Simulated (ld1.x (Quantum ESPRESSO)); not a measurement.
# Nd (Z = 60): excitation energies, all-electron against PAW

* Element: neodymium (Nd)
* Generator: ld1.x (Quantum ESPRESSO) 7.5
* Type: PAW
* Functional: LDA (PZ)
* Relativity: scalar-relativistic
* Frozen core: [Kr] 4d10
* Valence charge: 14
* Reference configuration: 4f4 5s2 5p6 5d0 6s2 6p0
* Partial waves: 5s (bound): rcut 2.08, rcutus 2.68 bohr; 6s (bound): rcut 2.08, rcutus 2.68 bohr; 5p (bound): rcut 3.22, rcutus 3.94 bohr; 6p (bound, empty): rcut 3.22, rcutus 3.94 bohr; 5d (bound, empty): rcut 3.16, rcutus 3.44 bohr; 5d channel at 3.65 Ry: rcut 3.16, rcutus 3.44 bohr; 4f (bound): rcut 1.04, rcutus 1.32 bohr; 4f channel at 3.25 Ry: rcut 1.04, rcutus 1.32 bohr
* Local potential: all-electron potential smoothed inside 3.38 bohr (lloc = -1)
* Core correction: Bessel-smoothed model core inside 0.55 bohr
* Augmentation charge: PSQ, inside the norm-conserving radii

Energies are relative to the spin-unpolarised reference configuration 4f4 5s2 5p6 5d0 6s2 6p0; without spin polarisation the order of configurations can differ from experiment. Spin-polarised rows fill each open shell by Hund’s rule, majority spin first. Not all tests gave a result: 4 of 9 tests not solved or not reliable. Left out of the table: 4f4 5s2 5p6 5d0 6s0 6p0 (solver errors, printed error -1223 eV); 4f3 5s2 5p6 5d0 6s0 6p0 (solver errors, printed error -1011 eV); 4f2 5s2 5p6 5d0 6s0 6p0 (solver errors, printed error -839 eV); 4f5 5s2 5p6 5d0 6s0 6p0 (solver errors, printed error -1355 eV).

```tsv
valence configuration	charge	ΔE all-electron (eV)	error AE − PS (meV)
4f4 5s2 5p6 5d0 6s1 6p0	+1	5.996	-2.5
4f4 5s2 5p6 5d1 6s0 6p0	+1	7.103	-6.0
4f4 5s2 5p6 5d0.5 6s1.5 6p0	0	0.828	-0.8
4f4 5s2 5p6 5d0 6s1 6p0 (spin-polarised)	+1	3.395	-18
```

Problem. What are ΔE and the potential's error for 4f4 5s2 5p6 5d0 6s2 6p0 (spin-polarised)?

Solution. ΔE = -2.301 eV all-electron; the error (AE − PS) is -15 meV.
